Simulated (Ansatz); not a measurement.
C2H3AlClNO, SMILES [CH3][Al]([Cl])[N]=C=O.

Geometry: PBE-D3(BJ)/def2-SVP. The structure was generated by enumeration; whether it is a known compound was not checked. The values are those of a single conformer.

Two levels are set side by side: PBE/def2-SVPD (Ansatz, a first-principles code) and CAM-B3LYP/def2-SVPD (Ansatz). Energy differences of separate SCF runs at the same geometry; the states with an electron removed or added have multiplicity 2 and 2. Differences are taken from unrounded values.

```tsv
quantity	CAM-B3LYP
vertical ionisation energy (eV)	10.99
vertical singlet–triplet gap (eV)	6.09
```

Problem. What does PBE give, and how far is it from CAM-B3LYP? (An estimate is asked for; the answer gives what the named calculation found.)

Solution. 
| quantity | PBE | PBE minus CAM-B3LYP |
|---|---|---|
| vertical ionisation energy (eV) | 10.23 | -0.76 |
| vertical singlet–triplet gap (eV) | 5.33 | -0.76 |
